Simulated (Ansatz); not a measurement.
CH2AlF3O, SMILES [OH][AlH][C](F)(F)F.

Geometry optimised at TPSSh-D3(BJ)/def2-SVP. The structure was generated by enumeration; whether it is a known compound was not checked. Other conformers were not sampled.

Two levels are set side by side: PBE/def2-SVPD (Ansatz, an electronic-structure program) and CAM-B3LYP/def2-SVPD (Ansatz). Energy differences of separate SCF runs at the same geometry; the states with an electron removed or added have multiplicity 2 and 2. Differences are taken from unrounded values.

| quantity | CAM-B3LYP |
|---|---|
| vertical ionisation energy (eV) | 11.45 |
| vertical singlet–triplet gap (eV) | 5.83 |

### Question
What does PBE give, and how far is it from CAM-B3LYP? (The exact figures need the calculation; the answer reports its results.)

### Answer

```
quantity                             PBE  PBE minus CAM-B3LYP
---------------------------------  -----  -------------------
vertical ionisation energy (eV)    10.54                -0.91
vertical singlet–triplet gap (eV)   4.90                -0.93
```
